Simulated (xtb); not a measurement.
HSn (SMILES [SnH]), doublet, at a GFN2-xTB geometry (such geometries of metal compounds can be far from the true shape); xtb with GFN0-xTB.

Here is a job for xtb.
```
$ xtb mol.xyz --gfn 0 --uhf 1 --ohess --json

# file mol.xyz
2

Sn    -0.00000000    -0.00000000    -0.03544185
H      0.00000000     0.00000000     1.77209231
```

It wrote (shortened):

```
   ID    Z sym.   atoms
    1   50 Sn     1
    2    1 H      2

           -------------------------------------------------
          |                Calculation Setup                |
           -------------------------------------------------

           -------------------------------------------------
          |                 G F N 0 - x T B                 |
           -------------------------------------------------

          ...................................................
          :                      SETUP                      :
          :.................................................:
          :  # basis functions                  12          :
          :  # atomic orbitals                  11          :
          :  # shells                            5          :
          :  # electrons                         5          :
          :  electronic temp.          300.0000000     K    :
          :  accuracy                    1.0000000          :
          :  -> integral cutoff          0.2500000E+02      :
          :  -> integral neglect         0.1000000E-07      :
          ...................................................

         :::::::::::::::::::::::::::::::::::::::::::::::::::::
         ::                     SUMMARY                     ::
         :::::::::::::::::::::::::::::::::::::::::::::::::::::
         :: total energy              -2.835988656908 Eh    ::
         :: gradient norm              0.004513447493 Eh/a0 ::
         :: HOMO-LUMO gap              0.000000000000 eV    ::
         ::.................................................::
         :: H0 energy                 -2.832666737635 Eh    ::
         :: repulsion energy           0.002068396336 Eh    ::
         :: electrostat energy        -0.005266991244 Eh    ::
         :: -> Gsolv                   0.000000000000 Eh    ::
         ::    -> Gsasa                0.000000000000 Eh    ::
         ::    -> Gshift               0.000000000000 Eh    ::
         :: dispersion energy         -0.000123324365 Eh    ::
         :: short-range corr.          0.000000000000 Eh    ::
         :: add. restraining           0.000000000000 Eh    ::
         :: total charge               0.000000000000 e     ::
         :::::::::::::::::::::::::::::::::::::::::::::::::::::

      -----------------------------------------------------------
     |                   =====================                   |
[...]
 * total energy  :    -2.8359887 Eh     change        0.0000000E+00 Eh
 * total energy  :    -2.8359997 Eh     change       -0.1106372E-04 Eh
 * total energy  :    -2.8360430 Eh     change       -0.4323288E-04 Eh
 * total energy  :    -2.8360430 Eh     change       -0.4200757E-07 Eh
   *** GEOMETRY OPTIMIZATION CONVERGED AFTER 4 ITERATIONS ***
         :: total energy              -2.836042995513 Eh    ::
[...]
          :  rotational number                       1      :
          :  scaling factor                  1.0000000      :
          :  rotor cutoff                   50.0000000 cm⁻¹ :
          :  imag. cutoff                  -20.0000000 cm⁻¹ :
          :.................................................:

    mode    ω/cm⁻¹     T·S(HO)/kcal·mol⁻¹    T·S(FR)/kcal·mol⁻¹   T·S(vib)
   ------------------------------------------------------------------------
   ------------------------------------------------------------------------

   temp. (K)  partition function   enthalpy   heat capacity  entropy
                                   cal/mol     cal/K/mol   cal/K/mol   J/K/mol
 298.15  VIB   1.00                    1.930      0.050      0.007
         ROT   39.3                  592.502      1.987      9.285
         INT   39.4                  594.432      2.038      9.292
         TR   0.127E+28             1481.254      4.968     40.236
         TOT                        2075.6858     7.0058    49.5286   207.2275

       T/K    H(0)-H(T)+PV         H(T)/Eh          T*S/Eh         G(T)/Eh
   ------------------------------------------------------------------------
    298.15    0.330782E-02    0.697995E-02    0.235326E-01   -0.165527E-01
   ------------------------------------------------------------------------

         :::::::::::::::::::::::::::::::::::::::::::::::::::::
         ::                  THERMODYNAMIC                  ::
         :::::::::::::::::::::::::::::::::::::::::::::::::::::
         :: total free energy          -2.852595659496 Eh   ::
         ::.................................................::
         :: total energy               -2.836042995513 Eh   ::
         :: zero point energy           0.003672135567 Eh   ::
         :: G(RRHO) w/o ZPVE           -0.020224799550 Eh   ::
         :: G(RRHO) contrib.           -0.016552663982 Eh   ::
         :::::::::::::::::::::::::::::::::::::::::::::::::::::

optimized geometry written to: xtbopt.xyz

           -------------------------------------------------
          | TOTAL ENERGY               -2.836042995513 Eh   |
          | TOTAL ENTHALPY             -2.829063044026 Eh   |
          | TOTAL FREE ENERGY          -2.852595659496 Eh   |
          | GRADIENT NORM               0.000065296256 Eh/α |
          | HOMO-LUMO GAP               0.000000000000 eV   |
           -------------------------------------------------

normal termination of xtb
```
